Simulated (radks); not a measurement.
Spherical quantum dot in the effective-mass picture: electrons in a well V = -V0 / (1 + exp((r - R)/a)) with V0 = 15.9, R = 3.49, a = 0.27, all in effective atomic units (hartree* = m*/eps^2 hartree, bohr* = eps/m* bohr), one dielectric constant everywhere. Calculated with a radial shooting solver with Libxc functionals: non-relativistic Kohn-Sham, r2SCAN, spin-polarised, spherical densities, generalised Kohn-Sham scheme. Levels are named by radial order and angular momentum (1s, 1p, 1d, 2s, ...), and open shells are averaged over m. Results are scaled to m* = 0.099 and eps = 7, for which hartree* = 54.98 meV and bohr* = 3.742 nm.

N = 28, configuration 1s2 1p6 1d10 1f(up 7, down 3). This is the lowest configuration that the search found. Occupied and some empty levels:

level,occupation,eigenvalue (meV),<r> (nm)
1s up,1,-255.99,8.331
1s down,1,-253.52,8.269
1p up,3,-242.12,8.735
1p down,3,-239.27,8.698
1d up,5,-218.69,9.092
1d down,5,-215.44,9.071
1f up,7,-187.22,9.407
1f down,3,-183.59,9.397
2s up,0,-170.60,5.983
2s down,0,-168.93,6.009
1g up,0,-148.66,9.687
1g down,0,-144.68,9.684
2p up,0,-130.56,7.134
2p down,0,-128.55,7.143
2d up,0,-84.839,7.882
2d down,0,-82.357,7.880

Energy (meV): total -13880.3, kinetic 1930.2, external -23189, Hartree 8178.6, exchange-correlation -800.01.

Electron density:

r (nm),n(r) (e/nm^3)
0.833,0.0002016
1.76,0.0002761
2.69,0.0004425
3.62,0.0007698
4.55,0.001359
5.47,0.002311
6.40,0.003631
7.33,0.005100
8.26,0.006147
9.19,0.006081
10.1,0.004611
11.0,0.002469
12.0,0.0008638
12.9,0.0001908
13.8,0.00002845
14.8,3.284e-06
15.7,3.381e-07
16.6,3.353e-08
17.5,3.392e-09
18.5,3.549e-10
